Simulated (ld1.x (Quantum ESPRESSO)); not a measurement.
**Plane-wave convergence, TM potential for Se**

selenium, norm-conserving Troullier–Martins (Kleinman–Bylander form), made with ld1.x (Quantum ESPRESSO) 7.5 (PBE, fully relativistic). Core [Ar] 3d10, reference 4s2 4p4. Waves: 4s (bound): rc 1.40 bohr; 4p (bound): rc 1.70 bohr; 4d channel at -0.05 Ry: rc 1.60 bohr. Local part: the d channel. Core correction: a·sin(br)/r model core inside 1.30 bohr.

Open shells are filled in proportion to 2j + 1 (rel_dist='average').

The pseudo-atom Hamiltonian at the reference potential is diagonalised in spherical Bessel functions j_l(qr) that vanish at 20 bohr, with q² up to the cutoff. All-electron valence levels (Ry): 4s -1.2702, 4p1/2 -0.4972, 4p3/2 -0.4696.

Problem. How do the lowest levels (Ry) of each channel move with the cutoff, and are there ghosts?

Solution.

```json
{"cutoff (Ry)": "8", "s #1": "-80.6109", "s #2": "-1.0680", "s #3": "-0.0199", "p1/2 #1": "-0.5228", "p1/2 #2": "0.0256", "p3/2 #1": "-0.4996", "p3/2 #2": "0.0262", "d3/2 #1": "0.0665", "d3/2 #2": "0.1475", "d5/2 #1": "0.0665", "d5/2 #2": "0.1475", "f #1": "0.1158", "Σ f·Δε (mRy)": "518.5"}
{"cutoff (Ry)": "15", "s #1": "-168.1508", "s #2": "-1.2447", "s #3": "-0.0321", "p1/2 #1": "-4.7844", "p1/2 #2": "-0.4685", "p3/2 #1": "-5.7828", "p3/2 #2": "-0.4482", "d3/2 #1": "0.0665", "d3/2 #2": "0.1475", "d5/2 #1": "0.0665", "d5/2 #2": "0.1475", "f #1": "0.1158", "Σ f·Δε (mRy)": "146.9"}
{"cutoff (Ry)": "25", "s #1": "-211.6876", "s #2": "-1.2674", "s #3": "-0.0345", "p1/2 #1": "-25.6125", "p1/2 #2": "-0.4965", "p3/2 #1": "-28.2221", "p3/2 #2": "-0.4692", "d3/2 #1": "0.0665", "d3/2 #2": "0.1475", "d5/2 #1": "0.0665", "d5/2 #2": "0.1475", "f #1": "0.1158", "Σ f·Δε (mRy)": "8.4"}
{"cutoff (Ry)": "35", "s #1": "-213.6667", "s #2": "-1.2678", "s #3": "-0.0346", "p1/2 #1": "-38.3900", "p1/2 #2": "-0.4971", "p3/2 #1": "-41.6165", "p3/2 #2": "-0.4695", "d3/2 #1": "0.0665", "d3/2 #2": "0.1471", "d5/2 #1": "0.0665", "d5/2 #2": "0.1471", "f #1": "0.1158", "Σ f·Δε (mRy)": "5.9"}
{"cutoff (Ry)": "50", "s #1": "-227.1523", "s #2": "-1.2698", "s #3": "-0.0346", "p1/2 #1": "-41.3939", "p1/2 #2": "-0.4972", "p3/2 #1": "-44.6146", "p3/2 #2": "-0.4697", "d3/2 #1": "0.0663", "d3/2 #2": "0.1463", "d5/2 #1": "0.0663", "d5/2 #2": "0.1463", "f #1": "0.1158", "Σ f·Δε (mRy)": "1.3"}
{"cutoff (Ry)": "70", "s #1": "-230.6196", "s #2": "-1.2701", "s #3": "-0.0348", "p1/2 #1": "-41.4528", "p1/2 #2": "-0.4973", "p3/2 #1": "-44.6805", "p3/2 #2": "-0.4697", "d3/2 #1": "0.0663", "d3/2 #2": "0.1459", "d5/2 #1": "0.0663", "d5/2 #2": "0.1459", "f #1": "0.1158", "Σ f·Δε (mRy)": "0.5"}
{"cutoff (Ry)": "400", "s #1": "-232.0984", "s #2": "-1.2704", "s #3": "-0.0350", "p1/2 #1": "-41.5269", "p1/2 #2": "-0.4973", "p3/2 #1": "-44.7701", "p3/2 #2": "-0.4697", "d3/2 #1": "0.0663", "d3/2 #2": "0.1458", "d5/2 #1": "0.0663", "d5/2 #2": "0.1458", "f #1": "0.1158", "Σ f·Δε (mRy)": "0.0"}
```

Result: ghost states, extra bound levels that the all-electron valence spectrum of the same l lacks: s at -3157.9 eV, p3/2 at -609.1 eV, p1/2 at -565.0 eV (a true bound ghost makes a file unfit for plane-wave use); 10 mRy is reached at 25 Ry and 1 mRy at 55 Ry.
